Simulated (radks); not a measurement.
Problem. All-electron calculation, non-relativistic Kohn-Sham, exchange-only LDA, spin-polarised, spherical densities, point nucleus; open shells are filled with parallel spins first (spin-orbit coupling, left out, can overturn this in heavy ions). Program: a radial shooting solver on a logarithmic mesh with Libxc functionals. Response by self-consistent Sternheimer equations with the Hartree and adiabatic exchange-only LDA kernel. For heavy and open-shell atoms this level of theory can miss by tens of per cent. Rank Pr5+, Pm7+, Ba2+, Xe, Ce4+, Sm8+, La3+, Cs+, Nd6+ (NIST ground configurations) by static dipole polarisability, largest first.

Solution. Xe 30.71, Cs+ 17.05, Ba2+ 11.24, La3+ 8.071, Ce4+ 6.117, Pr5+ 4.808, Nd6+ 3.969, Pm7+ 3.276, Sm8+ 2.734 bohr^3.
